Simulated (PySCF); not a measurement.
# What a mistake does to a calculation on AlCH7N2

These are calculations, not measurements. The program is PySCF 2.14.0, an open-source quantum chemistry code, run on an isolated molecule that a program drew, which may never have been made. The molecule is AlCH7N2 (charge 0, singlet), drawn as the SMILES string `C[NH][AlH][NH2]`.

Each row is a Hartree-Fock (HF) and frozen-core CCSD(T) single point in the cc-pV(D+d)Z basis, meant for a local HF minimum. Run 1 is clean. Each other run has one planted mistake out of seven kinds, and not every kind appears here: one electron removed, one electron added, multiplicity raised by two, geometry at a saddle point, minimal basis STO-3G, one bond length entered in bohr, all coordinates scaled. The reference is restricted for singlets and unrestricted otherwise, and also for a bond in bohr. Adding or removing an electron swaps singlet and doublet. Electrons count all cores. HOMO and LUMO are orbital energies over both spins, the gradient is its largest component, and the lowest frequency (negative if imaginary) is given only where the gradient is small. Bond lengths are over the 10 bonds as drawn. T1 is the CCSD diagnostic: over 0.02 (restricted) or 0.045 (unrestricted) a single reference is doubtful.

Geometry of the clean run:
```xyz
11
AlCH7N2, angstrom
C     0.8152    1.4263   -1.5840
N     0.2933    0.1368   -1.1783
Al   -1.3505   -0.3530   -0.7427
N    -2.6850    0.8052   -0.7554
H     0.0150    2.1693   -1.6025
H     1.2529    1.4018   -2.5882
H     1.5834    1.7998   -0.8979
H     1.0171   -0.5583   -1.1554
H    -1.6184   -1.8535   -0.3370
H    -2.6379    1.7773   -0.9943
H    -3.6296    0.5687   -0.5161
```

```
run,electrons,basis functions,<S^2>,HOMO (eV),LUMO (eV),gradient (hartree/bohr),lowest frequency (cm^-1),mean bond (Å),longest bond (Å),T1,HF (hartree),CCSD(T) (hartree),mistake
1,40,100,0.000,-9.64,3.30,3.0e-05,120,1.2855,1.770,0.0119,-392.83097,-393.44708,no fault
2,40,100,1.014,-9.47,1.32,5.4e-02,-,1.4144,2.738,0.0145,-392.70157,-393.27349,one bond length entered in bohr
3,41,100,0.764,2.55,8.26,3.4e-02,-,1.2855,1.770,0.0121,-392.72282,-393.34996,one electron added
4,40,100,0.000,-9.66,3.42,2.4e-02,-,1.2559,1.729,0.0113,-392.82497,-393.43593,all coordinates scaled
5,39,100,0.762,-15.11,-5.69,9.8e-02,-,1.2855,1.770,0.0323,-392.55727,-393.13766,one electron removed
6,40,31,0.000,-6.87,10.65,4.6e-02,-,1.2855,1.770,0.0134,-388.03141,-388.25248,?
```

**Which mistake was planted in run 6, and what did it cost?**

It has 31 basis functions where the clean run has 100, with the same electrons and geometry. So the mistake is: minimal basis STO-3G. Subtracting run 1 and multiplying by 627.51 kcal/mol a hartree, the energy moved by 3011.8 kcal/mol in HF and 3259.7 kcal/mol in CCSD(T).

Cautions from the logs. Run 3: the HOMO is above zero, so the electron isn't bound and the energy depends on the basis.
